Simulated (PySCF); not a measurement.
# Dipole moment and polarisability of `C=COC(=O)CB(Cl)Cl`

C₄H₅BCl₂O₂.
Atom-mapped SMILES: `[CH2:1]=[CH:2][O:3][C:4](=[O:5])[CH2:6][B:7]([Cl:8])[Cl:9]` (hydrogens: H10, H11 on C1; H12 on C2; H13, H14 on C6)

Geometry (PBE0-D3(BJ)/def2-SVP, Å), atoms numbered from 1 in this order:
```
atom  x, y, z in Å
C1     2.763   -0.500    0.890
C2     1.794   -0.651   -0.006
O3     0.690    0.160    0.021
C4    -0.285   -0.052   -0.895
O5    -0.220   -0.873   -1.765
C6    -1.453    0.849   -0.641
B7    -2.468    0.293    0.422
Cl8   -2.022   -0.951    1.563
Cl9   -4.083    0.959    0.495
H10    2.707    0.267    1.666
H11    3.634   -1.154    0.856
H12    1.785   -1.397   -0.804
H13   -1.980    1.039   -1.586
H14   -1.104    1.819   -0.244
```

Level: PBE0/def2-SVPD (PySCF), static field, nuclei fixed, core orbitals frozen in the response. The polarisability tensor in these axes (au):

```
x   121.86 -13.08  10.03
y   -13.08  81.26  -2.60
z    10.03  -2.60  89.19
```

Question: Diagonalise the tensor; give its mean and Δα, where Δα² is half the sum of the squared differences of the eigenvalues.

Answer: Principal values 77.40, 86.47 and 128.44 au; mean 97.44 au = 14.44 Å³ = 16.07 × 10⁻⁴⁰ C²·m²/J; Δα = 47.17 au (48 % of the mean).

Question: What is the dipole moment, and where does it point?

Answer: (0.59, 1.52, 0.77) D, 1.81 D in size, pointing from the negative to the positive side. Measured along this direction, the outermost atoms are O5 at the negative end and H10 at the positive end.

Question: Along which axes do the principal values lie, and how far do the nuclei extend along each?

Answer: Largest value along (0.93, -0.27, 0.26), where the nuclei span 7.83 Å; middle along (-0.23, 0.11, 0.97), 3.63 Å; least along (0.29, 0.96, -0.04), 2.98 Å. The response follows the extents in order.

Question: Find the Langevin capture rate constant for H3+ (3.023 u) meeting this molecule (165.976 u), k = 2.342 × 10⁻⁹ cm³/s × √(α in Å³ / reduced mass in u).

Answer: The reduced mass is 2.97 u, so k = 5.16 × 10⁻⁹ cm³/s. The formula leaves out the permanent dipole, which adds to the capture rate.

Question: Rayleigh depolarisation ratio (linearly polarised light, static tensor)?

Answer: ρ = 3Δα²/(45ᾱ² + 4Δα²) = 6674.9/(427228 + 8899.8) = 0.0153.

Question: Estimate the molar refractivity from the static electronic polarisability.

Answer: Lorentz–Lorenz: R = (4π/3)N_A α = 2.5225 cm³/(mol·Å³) × 14.44 Å³ = 36.4 cm³/mol, in the limit of long wavelengths.

The structure is a single PBE0-D3(BJ)/def2-SVP conformer in the gas phase; no vibrational or solvent corrections.
